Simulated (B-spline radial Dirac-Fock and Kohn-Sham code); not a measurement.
# X-ray scattering factor of Re⁴⁷⁺

System: rhenium as Re⁴⁷⁺ in the configuration [Ar] 3d10.

These are calculated numbers from an atomic code on a B-spline grid; the model is relativistic Hartree-Fock (Dirac-Fock) wave functions, averaged over the configuration. f₀ is the Fourier transform of the spherical electron density, S the Waller-Hartree incoherent function, and s = sin θ/λ.

| s (Å⁻¹) | f₀ | S |
| --- | --- | --- |
| 0 | 28.000 | 0.000 |
| 0.05 | 27.986 | 0.011 |
| 0.1 | 27.946 | 0.045 |
| 0.15 | 27.878 | 0.102 |
| 0.2 | 27.783 | 0.180 |
| 0.25 | 27.662 | 0.280 |
| 0.3 | 27.516 | 0.402 |
| 0.35 | 27.343 | 0.544 |
| 0.4 | 27.147 | 0.706 |
| 0.45 | 26.926 | 0.887 |
| 0.5 | 26.682 | 1.087 |
| 0.6 | 26.129 | 1.537 |
| 0.7 | 25.495 | 2.050 |
| 0.8 | 24.789 | 2.615 |
| 0.9 | 24.022 | 3.225 |
| 1 | 23.203 | 3.870 |
| 1.1 | 22.343 | 4.541 |
| 1.2 | 21.453 | 5.229 |
| 1.4 | 19.620 | 6.630 |
| 1.6 | 17.781 | 8.018 |
| 1.8 | 16.001 | 9.357 |
| 2 | 14.331 | 10.621 |
| 2.5 | 10.830 | 13.391 |
| 3 | 8.384 | 15.630 |
| 3.5 | 6.823 | 17.444 |
| 4 | 5.858 | 18.939 |
| 5 | 4.749 | 21.250 |
| 6 | 3.948 | 22.913 |

f₀ starts at the number of electrons, 28, and has fallen to half at s ≈ 2.05 Å⁻¹. The sum of ⟨r²⟩ over the electrons is 0.7389 bohr².
